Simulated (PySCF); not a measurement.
A PySCF script (with the pyscf-properties extension) for the NMR shieldings of `[AlH3-][P@@+](CC=C)(C)CC`, C₆H₁₆AlP, on a GFN2-xTB geometry:

```python
import basis_set_exchange as bse
import numpy as np
from pyscf import gto, dft
from pyscf.prop import nmr

atoms = """
C     3.049338   -0.850872   -0.396242
C     1.848127   -0.697336   -0.926899
C     1.053474    0.557612   -0.844452
P    -0.250692    0.530632    0.477449
C     0.747207    0.207706    1.984498
Al   -2.022532    2.250255    0.176303
C    -1.098164   -1.086049    0.243632
C    -1.901092   -1.068238   -1.050791
H     3.590290   -1.778614   -0.470476
H     3.548686   -0.046676    0.118900
H     1.381099   -1.521649   -1.449186
H     1.691871    1.414686   -0.612080
H     0.530752    0.765118   -1.781959
H     1.410332   -0.643979    1.834093
H     0.074623    0.012924    2.817865
H     1.336089    1.094850    2.212824
H    -1.931067    2.305418   -1.397198
H    -1.396742    3.427191    0.999921
H    -3.197800    1.421400    0.820523
H    -1.778298   -1.190863    1.094676
H    -0.382899   -1.912922    0.271752
H    -2.533103   -0.177537   -1.071379
H    -2.535736   -1.949189   -1.125572
H    -1.245500   -1.044103   -1.918647
"""
names = dict.fromkeys(["C", "P", "Al", "H"], "pcSseg-1")
basis = {el: gto.basis.parse(bse.get_basis(n, elements=[el], fmt="nwchem")) for el, n in names.items()}
mol = gto.M(atom=atoms, basis=basis, charge=0, verbose=0)
mf = dft.RKS(mol, xc="PBE0")
mf.grids.level = 2
mf.grids.alignment = dft.numint.BLKSIZE   # the property module wants whole blocks of grid points
mf.conv_tol = 1e-9
mf.kernel()

calc = nmr.RKS(mf)   # GIAO
C = mf.mo_coeff
Co = C[:, mf.mo_occ > 0]
resp = mf.gen_response(singlet=True, hermi=2)
def vind(x):   # induced exchange potential for any number of trial vectors
    d = np.einsum("pi,xij,qj->xpq", C, 2 * x.reshape(-1, C.shape[1], Co.shape[1]), Co, optimize=True)
    return np.einsum("xpq,pi,qj->xij", resp(d - d.transpose(0, 2, 1)), C, Co, optimize=True).ravel()
mo1, _ = nmr.rhf.solve_mo1(calc, with_cphf=vind)
sigma = calc.kernel(mo1)
for i, s in enumerate(sigma):   # ppm
    print("%2d %-2s %9.2f" % (i, mol.atom_pure_symbol(i), np.trace(s) / 3))
```

**Question.** What does it print?

**Answer.** 
```
 0 C      59.52
 1 C      49.65
 2 C     156.05
 3 P     365.18
 4 C     178.43
 5 Al    450.01
 6 C     165.30
 7 C     175.50
 8 H      26.03
 9 H      26.38
10 H      25.74
11 H      29.56
12 H      28.73
13 H      30.07
14 H      30.64
15 H      30.87
16 H      27.77
17 H      27.95
18 H      27.86
19 H      30.30
20 H      30.16
21 H      29.63
22 H      30.32
23 H      30.80
```

These numbers come from an equivalent density-fitted implementation of the same equations, which agrees with the script to about 0.01 ppm for H and up to a few tenths of a ppm for heavy atoms, so last digits may differ.

Size and cost of the density-fitted run: 230 basis functions, of the order of 2.9 core-minutes.
